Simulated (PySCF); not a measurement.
Si(H)(F)2(OMe) (CH4F2OSi), SMILES [SiH](F)(F)OC.

Geometry optimised at r2SCAN-D4/def2-SVP. The values are those of a single conformer.

Calculation: PySCF with TDA-PBE/def2-SVPD.

Vertical excitations. Gas-phase values at a fixed geometry. State labels are in the subgroup Cs.

```csv
state,symmetry,energy (eV),λ (nm),f,main pairs
S1,A",7.30,170,0.001,HOMO→LUMO 100 %
S2,A',7.80,159,0.008,"HOMO−1→LUMO 68 %, HOMO→LUMO+1 31 %"
S3,A",7.87,158,0.005,HOMO→LUMO+2 93 %
S4,A',7.99,155,0.058,"HOMO→LUMO+1 63 %, HOMO−1→LUMO 31 %"
S5,A",8.19,151,0.003,"HOMO−1→LUMO+1 57 %, HOMO→LUMO+3 41 %"
S6,A",8.20,151,0.016,"HOMO→LUMO+3 53 %, HOMO−1→LUMO+1 42 %"
S7,A',8.39,148,0.017,HOMO−1→LUMO+2 97 %
S8,A",8.54,145,0.012,HOMO→LUMO+4 100 %
S9,A',8.78,141,0.038,HOMO−1→LUMO+3 94 %
S10,A',9.08,137,0.009,HOMO−1→LUMO+4 92 %
T1,A",7.18,173,0,HOMO→LUMO 98 %
T2,A',7.43,167,0,HOMO→LUMO+1 98 %
T3,A",7.51,165,0,HOMO→LUMO+2 96 %
T4,A',7.68,162,0,HOMO−1→LUMO 98 %
```
Triplets are in the Tamm–Dancoff approximation.
